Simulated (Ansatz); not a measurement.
`CO[CH2][AlH][F]` and `CC[CH2][AlH][F]` differ in one atom or group.

Ansatz, PBE0-D4/def2-TZVP geometries, multiplicity 1. Each molecule was computed in one conformer, which needn't be the lowest.

```json
{"property": "size of the dipole moment (ωB97M-V/def2-TZVPP) / D", "`CO[CH2][AlH][F]`": "1.42"}
{"property": "HOMO–LUMO gap (PBE0/def2-TZVPP) / eV", "`CO[CH2][AlH][F]`": "5.97"}
{"property": "LUMO energy (B3LYP/def2-TZVPP) / eV", "`CO[CH2][AlH][F]`": "-1.23"}
{"property": "LUMO energy (ωB97M-V/def2-TZVPP) / eV", "`CO[CH2][AlH][F]`": "0.59"}
{"property": "HOMO–LUMO gap (PBE/def2-TZVPP) / eV", "`CO[CH2][AlH][F]`": "3.80"}
{"property": "LUMO energy (PBE0/def2-TZVPP) / eV", "`CO[CH2][AlH][F]`": "-1.00"}
```

Q: Give the same properties after the change, and the shifts. (Estimate.)

A: Computed: 
| property | `CC[CH2][AlH][F]` | shift |
| --- | --- | --- |
| size of the dipole moment (ωB97M-V/def2-TZVPP) / D | 1.84 | 0.42 |
| HOMO–LUMO gap (PBE0/def2-TZVPP) / eV | 6.96 | 0.99 |
| LUMO energy (B3LYP/def2-TZVPP) / eV | -1.10 | 0.13 |
| LUMO energy (ωB97M-V/def2-TZVPP) / eV | 0.68 | 0.09 |
| HOMO–LUMO gap (PBE/def2-TZVPP) / eV | 4.92 | 1.12 |
| LUMO energy (PBE0/def2-TZVPP) / eV | -0.86 | 0.14 |

With PBE0 the HOMO falls by 0.84 eV and the LUMO rises by 0.14 eV, so the gap widens by about 0.98 eV. PBE moves the HOMO by -0.98 eV and ωB97M-V by -0.76 eV. Dipoles are sizes alone; their direction can turn.

B3LYP here is the variant with VWN-RPA as its local correlation; programs differ in this.
